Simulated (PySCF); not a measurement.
# Two-component Hartree-Fock for Sb³⁸⁺ (antimony, charge +38)

Start: [Ne] 3s2 3p1; 3p1/2 filled at m_j = +1/2. Calculated with PySCF 2.14 in an uncontracted even-tempered set (18 s from 7.7 bohr⁻², ratio 2.4; 14 p from 10 bohr⁻², ratio 2.4; 4 d from 34 bohr⁻², ratio 2.6; 4 f from 52 bohr⁻², ratio 2.6): generalised Hartree-Fock with the X2C-1e Hamiltonian and a Gaussian nucleus; one run each with spin-orbit coupling (SO) switched off, then screened by Boettger's factors.

```
spinor shell  electrons  ε, spin-free (eV)  ε, screened SO (eV)  weight of nominal j (screened SO)  rms radius, screened SO (bohr)
       1s1/2          2           -32972.4             -32967.8                              1.000                          0.0325
       2s1/2          2            -6957.4              -6955.4                              1.000                           0.130
       2p1/2          2            -6481.1              -6663.4                              1.000                           0.112
       2p3/2          4            -6481.1              -6396.4                              1.000                           0.117
       3s1/2          2            -2741.2              -2740.4                              1.000                           0.314
       3p1/2          1            -2611.6              -2656.2                              1.000                           0.300
```

| quantity | spin-free | screened SO |
| --- | --- | --- |
| E (hartree) | -5224.41384 | -5227.43778 |
| M_J | 1/2 | 1/2 |
| ⟨J²⟩ | 1.091 | 0.751 |
| ⟨L²⟩ | 2.003 | 2.008 |
| ⟨S²⟩ | 0.751 | 0.756 |

Each row is a mean over spinors that exchange with the open shell spreads, by up to 12.285 eV (2p1/2).

Breit and QED terms are absent; they matter most for the inner s and p1/2 levels.

Densities and radii are taken from the X2C orbitals without a picture-change correction, which distorts them close to the nucleus.

Without spin-orbit coupling the j labels of p, d and f shells carry no meaning; the spin-free column gives the mean over the occupied spinors of each nl shell, and its ⟨J²⟩ belongs to a mixture of degenerate components.
